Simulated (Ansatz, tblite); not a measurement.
Removing an electron: Ga12P11H32⁻, a nanocrystal cut from zinc blende GaP (hydrogen-capped). The state is a singlet with charge -1. Geometry: PBE-D4/def2-SVP. Ansatz, gas phase; energy differences of separate SCF runs; the oxidised species was run as a doublet alone.

```xyz
55

P    -0.614   -4.044   -1.839
P     1.624    1.475   -3.814
P    -1.061    3.470   -1.277
P    -3.221   -2.419    0.394
P    -3.411    1.198    0.599
P    -0.899   -0.282   -1.768
P     2.174   -2.017   -0.284
P     1.996    1.703   -0.024
P    -0.420   -0.622    2.109
P    -0.684    3.136    2.276
P     2.606    1.059    3.630
Ga    0.261   -0.528   -3.841
Ga   -2.248   -2.235   -1.744
Ga    1.735   -4.196   -1.236
Ga   -2.439    1.478   -1.555
Ga    3.221    2.012   -2.061
Ga    0.715    3.609    0.362
Ga   -4.903   -0.721    0.691
Ga   -1.427   -2.804    1.956
Ga   -1.982    1.076    2.501
Ga    0.612   -0.218    0.044
Ga    3.782    1.583    1.574
Ga    1.137   -0.864    3.905
H    -1.254   -5.170   -1.233
H    -0.674   -4.510   -3.192
H     2.336    1.566   -5.055
H     0.755    2.591   -4.038
H    -1.924    4.605   -1.127
H    -0.492    3.839   -2.537
H    -3.958   -3.647    0.301
H    -4.243    2.349    0.807
H     3.277   -1.432   -0.980
H     2.787   -2.189    0.996
H    -1.557    4.259    2.454
H     0.120    3.348    3.441
H     1.949    2.241    4.102
H     3.593    0.996    4.668
H    -0.721   -0.456   -5.082
H     1.280   -1.734   -3.651
H    -3.181   -2.369   -3.016
H     2.546   -4.285   -2.592
H     1.858   -5.267   -0.081
H    -3.471    1.748   -2.720
H     3.610    3.542   -2.228
H     4.304    0.859   -2.191
H     1.345    5.055    0.431
H    -5.848   -0.683   -0.584
H    -5.498   -0.779    2.161
H    -1.985   -3.255    3.370
H    -0.360   -3.709    1.181
H    -2.752    1.142    3.878
H     4.643    0.284    1.278
H     4.457    3.010    1.738
H     2.097   -2.091    3.599
H     0.407   -0.705    5.304
```

The xTB rows come from tblite. Single mean-field runs in def2-TZVP are fitted with def2-universal-jkfit. HOMO above LUMO, or a gap near zero within one spin, warns that the state may not be the lowest or that an electron is smeared out.

| level | −HOMO (eV) | vertical IE (eV) | −LUMO (eV) | HOMO–LUMO gap (eV) | remarks |
| --- | --- | --- | --- | --- | --- |
| GFN2-xTB | 8.68 | 10.04 | 5.63 | 3.05 | – |
| HF/def2-TZVP | 6.56 | 5.16 | -4.10 | 10.66 | – |
| PBE-D4/def2-TZVP | 3.35 | 4.87 | -0.23 | 3.58 | gap within one spin near zero (doublet) |

Task: Estimate the rows for GFN1-xTB, PBE0-D4/def2-TZVP.

Result: 
```tsv
level	−HOMO (eV)	vertical IE (eV)	−LUMO (eV)	HOMO–LUMO gap (eV)
GFN1-xTB	7.75	9.10	3.64	4.11
PBE0-D4/def2-TZVP	4.32	5.35	-0.97	5.29
```

  Raw xTB energy differences between charge states are shifted by several eV; the methods need an empirical correction for them.
